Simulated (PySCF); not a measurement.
4-chloro-N-methylaniline, C7H8ClN.
SMILES: `CNc1ccc(Cl)cc1`

Theory: PySCF, TDDFT CAM-B3LYP/def2-SVPD, vertical, gas phase, core orbitals frozen in the response. Geometry: PBE0-D3(BJ)/def2-SVP, one conformer, isolated molecule. Torsions of this conformer, `[CH3:1][NH:2][c:3]1[cH:4][cH:5][c:6]([Cl:7])[cH:8][cH:9]1`: C1–N2–C3–C4 -8°.

Question: List the vertical singlet excitations with oscillator strengths and describe the spectrum.

Answer: 

| state | E (eV) | E (hartree) | f | \|μ\| (D) | main configurations (H = HOMO, L = LUMO) |
| --- | --- | --- | --- | --- | --- |
| S1 | 4.55 | 0.1671 | 0.042 | 1.56 | H→L (92%) |
| S2 | 5.34 | 0.1963 | 0.195 | 3.10 | H→L+2 (54%), H→L+1 (34%) |
| S3 | 5.35 | 0.1967 | 0.130 | 2.53 | H→L+1 (55%), H→L+2 (32%) |
| S4 | 5.93 | 0.2180 | 0.0021 | 0.30 | H→L+4 (82%) |
| S5 | 6.04 | 0.2220 | 0.012 | 0.74 | H→L+3 (79%) |
| S6 | 6.39 | 0.2347 | 0.0025 | 0.32 | H→L+5 (68%), H→L+7 (11%) |

The lowest singlet comes at 273 nm (439 kJ/mol) in the ultraviolet; it is of moderate strength; its leading configuration is HOMO→LUMO (92%). The strongest level in the table is S2 at 5.34 eV (232 nm, f = 0.195). Löwdin shares by element: HOMO carbon 26% or more, nitrogen 25%, chlorine 11% (atoms not listed hold the other 39%); LUMO carbon 70% or more (atoms not listed hold the other 30%). Weighted by f, the mean energy of these states is 5.29 eV. The oscillator strengths of these states sum to 0.384; summed over the whole spectrum of an exact calculation they would give the number of electrons, 74 (Thomas–Reiche–Kuhn). Of the 6 states listed, 4 reach f = 0.01 and none stays under 0.0005. The window holds the lowest 6 singlets.
